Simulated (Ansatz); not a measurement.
Two isomers of CH6FNSi: A = `NC[SiH2]F`, B = `N[SiH2]CF`.

Computed with Ansatz on PBE0-D4/def2-TZVP structures; ΔE is electronic, products minus reactants. CBS: MP2 limit from def2 TZ/QZ plus the TZ coupled-cluster correction, frozen cores. DFT in def2-TZVPP. Each species was taken in one conformer, which may not be the lowest.

A:

Z-matrix (Å, degrees):
```
C
Si 1 1.870
N 1 1.462 2 105.0
H 1 1.099 2 112.8 3 126.6
H 1 1.094 2 107.8 3 -115.9
F 2 1.606 1 110.6 3 -170.3
H 2 1.482 1 110.9 3 70.1
H 2 1.487 1 109.6 3 -51.9
H 3 1.011 1 111.1 2 73.7
H 3 1.011 1 111.9 2 -166.2
```

B:

Z-matrix (Å, degrees):
```
Si
C 1 1.890
N 1 1.717 2 107.5
H 1 1.488 2 109.5 3 117.5
H 1 1.493 2 107.4 3 -125.3
F 2 1.398 1 109.1 3 59.0
H 2 1.095 1 111.5 3 -59.9
H 2 1.095 1 112.2 3 178.6
H 3 1.007 1 120.0 2 165.1
H 3 1.008 1 118.6 2 -53.5
```

**Question.** Which isomer does CCSD(T)/CBS put lower? Give the gap. (An estimate is asked.)

**Answer.** The calculation gave: A, by 108.9 kJ/mol.

**Question.** Give E(B) − E(A) in kJ/mol with MP2/def2-TZVPP, CCSD(T)/def2-SVP, ωB97M-V, r2SCAN-D4, HF/def2-TZVPP, CCSD(T)/def2-TZVPP, LDA (SPW92). (Best estimate.)

**Answer.** The calculation gave: MP2/def2-TZVPP 113.4, CCSD(T)/def2-SVP 107.1, ωB97M-V 103.1, r2SCAN-D4 101.9, HF/def2-TZVPP 105.4, CCSD(T)/def2-TZVPP 107.4, LDA (SPW92) 101.0. None reverses the order clearly.

**Question.** Does the order hold for the free energy at 298.15 K (harmonic terms from PBE0-D4)? (An estimate is asked.)

**Answer.** Computed: Yes: G(B) − G(A) = +102.3 kJ/mol, for one conformer each.

Largest T1 diagnostic: 0.011.

From BLYP to BHLYP (50 % exact exchange), in def2-TZVPP and without D4, E(B) − E(A) moves by +7.4 kJ/mol. Leaving LDA and LC-ωPBE aside and taking each functional with its dispersion term where it has one, the values, not all of them listed here, spread over 11.3 kJ/mol, from BLYP-D4 to PBE-QIDH.
